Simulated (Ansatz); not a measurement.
Two isomers of CH9NOSi2: A = `C[SiH2][SiH](N)O`, B = `C[SiH](N)O[SiH3]`.

Calculated with Ansatz (gas phase, PBE0-D4/def2-TZVP geometries, no zero-point term in ΔE). CCSD(T)/CBS is the MP2 limit (def2-TZVPP, def2-QZVPP) plus CCSD(T) − MP2 in def2-TZVPP, frozen cores. DFT in def2-TZVPP. B3LYP here is the variant with VWN-RPA as its local correlation; programs differ in this. Each species was taken in one conformer, which may not be the lowest.

Question: Which isomer does CCSD(T)/CBS put lower? Give the gap. (An estimate is asked.)

Answer: Computed: B, by 29.6 kcal/mol.

Question: Give E(B) − E(A) in kcal/mol with HF/def2-TZVPP, B2PLYP, PBE-D4, B3LYP-D4, CCSD(T)/def2-TZVPP, ωB97M-V, CCSD/def2-TZVPP. (Best estimate.)

Answer: Ansatz gave: HF/def2-TZVPP -36.1, B2PLYP -30.4, PBE-D4 -22.9, B3LYP-D4 -29.3, CCSD(T)/def2-TZVPP -29.8, ωB97M-V -30.1, CCSD/def2-TZVPP -30.7. None reverses the order clearly.

Largest T1 diagnostic: 0.011.

From PBE to PBE0 (25 % exact exchange), in def2-TZVPP and without D4, E(B) − E(A) moves by −2.4 kcal/mol. In def2-TZVPP, CCSD(T) changes the Hartree–Fock value by +6.3 kcal/mol (the triples alone add +0.9 kcal/mol) and MP2 by +4.9 kcal/mol.
